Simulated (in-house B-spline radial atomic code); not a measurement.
As. Computed with a B-spline radial atomic code. Model: all-electron spherical atom, spin shells full or empty, radial basis limit, no spin-orbit coupling, Breit or QED, empty-state partial waves extrapolated as (l+1/2)^-4, RPA, G0W0 and static COHSEX of the highest shell as one setting changes (uncorrelated shells keep exact exchange).

Empty levels are discrete states of a finite basis, so the steps are uneven.

Given: element As; charge 0; filled core Ar; hamiltonian one-electron scalar X2C; mean-field start PBE; highest l of empty states 9; nuclear rms radius 4.0968 fm; lowest nl shells left uncorrelated 6; highest mean-field shell 4p up; box radius 40 bohr.

Shell: 3d 5 5, 4s 1 1, 4p 3 0 (electrons up and down).

```
highest empty level kept (hartree)  RPA correlation energy (hartree)  G0W0 level (eV)  G0W0 minus most complete (meV)  COHSEX level (eV)  linearised minus solved G0W0 (meV)
                                 1                          -0.11711           -9.056                           442.4             -10.23                              -105.1
                                 2                           -0.1496          -9.2625                           235.9            -10.859                              -123.3
                               3.5                                 ?                ?                               ?                  ?                                   ?
                                 6                          -0.17318          -9.4399                            58.4            -11.404                              -142.4
                                10                          -0.17792          -9.4758                            22.5            -11.516                              -146.6
                                18                             -0.18          -9.4914                               7            -11.564                              -148.4
                                30                                 ?                ?                               ?                  ?                                   ?
                                60                          -0.18096           -9.498                             0.4            -11.585                              -149.2
                               120                            -0.181          -9.4982                             0.1            -11.587                              -149.2
                               250                          -0.18101          -9.4983                               0            -11.588                              -149.2
                               600                          -0.18102          -9.4984                               0            -11.588                              -149.2
                              2000                          -0.18102          -9.4984                               0            -11.588                              -149.2
```

Task: What follows for highest empty level kept = 30?

Result: RPA correlation energy -0.18073 hartree; G0W0 level -9.4965 eV; G0W0 minus most complete 1.9 meV; COHSEX level -11.58 eV; linearised minus solved G0W0 -149 meV.

Task: What follows for highest empty level kept = 3.5?

Result: RPA correlation energy -0.16568 hartree; G0W0 level -9.3814 eV; G0W0 minus most complete 116.9 meV; COHSEX level -11.228 eV; linearised minus solved G0W0 -135.8 meV.
